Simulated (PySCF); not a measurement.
An unknown gives this computed stick spectrum. Theory: TDDFT CAM-B3LYP/def2-SVPD, vertical, gas phase, core orbitals frozen in the response in PySCF 2.14.0, density-fitted response routines. Geometries: GFN2-xTB, one conformer each.

| state | E (eV) | f |
| --- | --- | --- |
| S1 | 4.86 | 0.0084 |
| S2 | 6.13 | 0.399 |
| S3 | 6.59 | 0.037 |
| S4 | 6.70 | 0.027 |
| S5 | 6.82 | 0.116 |
| S6 | 7.18 | 0.0062 |
| S7 | 7.29 | 0.105 |
| S8 | 7.35 | 0.0077 |

Triplets computed (Tamm–Dancoff): 3.86, 4.28, 4.43 eV.

Problem. Which structure fits? All have the formula C4H12Si3.
A. `C=C[SiH2]/C([SiH3])=C\[SiH3]`
B. `C[Si@@H]1C=C[SiH2]C[SiH2]1`
C. `C#CCC[SiH]([SiH3])[SiH3]`
D. `C#C[C@@H](C)[SiH]([SiH3])[SiH3]`

Solution. A. Its S1, at 4.86 eV, is the lowest among the candidates; the nearest of the others has S1 at 5.71 eV. S1 is HOMO→LUMO (80%), HOMO-2→LUMO (9%). Löwdin shares by element: HOMO carbon 61% (atoms not listed hold the other 39%); LUMO carbon 54% or more, silicon 18% or more (atoms not listed hold the other 28%). At the same level the other candidates give, for their lowest levels:
- `C#C[C@@H](C)[SiH]([SiH3])[SiH3]`: 6.37 eV (f 0.001); 6.51 eV (f 0.023); 6.67 eV (f 0.004); 6.75 eV (f 0.029); 6.79 eV (f 0.009); T1 5.43 eV; HOMO -8.71, LUMO 0.53 eV
- `C#CCC[SiH]([SiH3])[SiH3]`: 6.55 eV (f 0.081); 6.63 eV (f 0.005); 6.80 eV (f 0.038); 6.86 eV (f 0.004); 7.06 eV (f 0.033); T1 5.50 eV; HOMO -9.11, LUMO 0.33 eV
- `C[Si@@H]1C=C[SiH2]C[SiH2]1`: 5.71 eV (f 0.001); 6.50 eV (f 0.251); 6.76 eV (f 0.023); 6.83 eV (f 0.029); 6.92 eV (f 0.003); T1 4.12 eV; HOMO -8.95, LUMO 0.38 eV

Conformer computed: `[CH2:1]=[CH:2][SiH2:3]/[C:4]([SiH3:5])=[CH:6]\[SiH3:7]`: C1–C2–Si3–C4 101°, C2–Si3–C4–Si5 -85°.
